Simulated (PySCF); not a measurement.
Isomers of C6H7F3Si. Method used: PBE0-D3(BJ)/def2-SVP geometry optimisation, gas phase (PySCF). Energies are electronic, without zero-point or thermal terms, for one conformer each. No frequencies were run at this level. Point groups hold within 0.08 Å.

Task: Rank from lowest to highest electronic energy at this level (kJ/mol).
A. `[F:1][C:2]([F:3])([F:4])[CH2:5][C:6]1=[CH:7][CH:8]=[CH:9][SiH2:10]1` with C2–C5–C6–C7 139°
B. `[F:1][C:2]([F:3])([F:4])[CH2:5][C:6]1=[CH:7][SiH2:8][CH:9]=[CH:10]1` with C2–C5–C6–C7 -104°
C. `CC1=C(C(F)(F)F)C=C[SiH2]1`

Result: A (0.0), B (1.4), C (11.4).

Neighbours about 10 kJ/mol apart or less (FC(F)(F)CC1=CC=C[SiH2]1 and FC(F)(F)CC1=C[SiH2]C=C1; FC(F)(F)CC1=C[SiH2]C=C1 and CC1=C(C(F)(F)F)C=C[SiH2]1) can change places with a better method, another conformer or zero-point energy.

```tsv
SMILES	E (Eh)	E rel (kJ/mol)	dipole (D)	point group	A, B, C (MHz)
FC(F)(F)CC1=CC=C[SiH2]1	-820.70343	0.0	2.29	C1	2571, 683.6, 609.3
FC(F)(F)CC1=C[SiH2]C=C1	-820.70291	1.4	1.74	C1	2753, 613.2, 570.5
CC1=C(C(F)(F)F)C=C[SiH2]1	-820.69908	11.4	1.91	near Cs	1906, 868.9, 674.0
```

Task: How do the relative energies change in single points at PBE/pcSseg-1 (no added dispersion term) on the same geometries?

Result: 
```json
{"SMILES": "FC(F)(F)CC1=CC=C[SiH2]1", "PBE0-D3(BJ)/def2-SVP (kJ/mol)": "0.0", "PBE/pcSseg-1 (kJ/mol)": "0.3", "shift": "+0.3"}
{"SMILES": "FC(F)(F)CC1=C[SiH2]C=C1", "PBE0-D3(BJ)/def2-SVP (kJ/mol)": "1.4", "PBE/pcSseg-1 (kJ/mol)": "0.0", "shift": "-1.4"}
{"SMILES": "CC1=C(C(F)(F)F)C=C[SiH2]1", "PBE0-D3(BJ)/def2-SVP (kJ/mol)": "11.4", "PBE/pcSseg-1 (kJ/mol)": "9.3", "shift": "-2.1"}
```

Each column counts from its own lowest isomer. FC(F)(F)CC1=C[SiH2]C=C1 becomes the lowest; the largest shift is 2.1 kJ/mol.

Task: As an exercise, what shares would exp(−E/RT) give at 1000 K from these electronic energies alone (no entropy, no degeneracies)?

Result: RT = 8.314 kJ/mol: FC(F)(F)CC1=CC=C[SiH2]1 47.6 %, FC(F)(F)CC1=C[SiH2]C=C1 40.4 %, CC1=C(C(F)(F)F)C=C[SiH2]1 12.0 %.
